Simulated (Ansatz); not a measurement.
Isomers of Cs2Cl2⁻ (doublet), relaxed with PBE-D4/def2-TZVPD; total energies from Ansatz at PBE0-D4/def2-TZVPD.

```tsv
isomer	description	energy (Eh)
A	point group D∞h; 2 × Cl–Cs 3.07 Å; 1 × Cs–Cs 5.67 Å	-960.64465
B	point group D2h; 4 × Cl–Cs 3.23 Å	-960.66603
```

In the def2 sets Cs takes a core potential; there is no spin–orbit coupling.

B: The highest occupied level of the charge -1 doublet lies above zero (up to 0.46 eV). By energy differences its removal costs 0.19 eV (vertical, to the charge 0 singlet, at PBE0-D4/def2-TZVPD); a positive level beside a positive removal energy at the same level points to self-interaction error.

The isomers come from a short search, and lower ones may exist.

Task: Work out the relative energies (1 Eh = 2625.5 kJ/mol) and the Boltzmann populations at 1200 K from electronic energies alone (R = 8.314 J/mol/K).

Result: ΔE: A 56.1, B 0.0 kJ/mol. RT = 9.98 kJ/mol. Factors exp(−ΔE/RT): A 0.00362, B 1; sum 1.004. Populations: A 0.4 %, B 99.6 %. Zero-point energy, vibrational entropy and symmetry numbers are left out and can shift these; an error of 4 kJ/mol changes a ratio by a factor of 1.5. Over the other density-functional and correlated levels in def2 sets, the gap between B and A ranges from 48 to 74 kJ/mol.
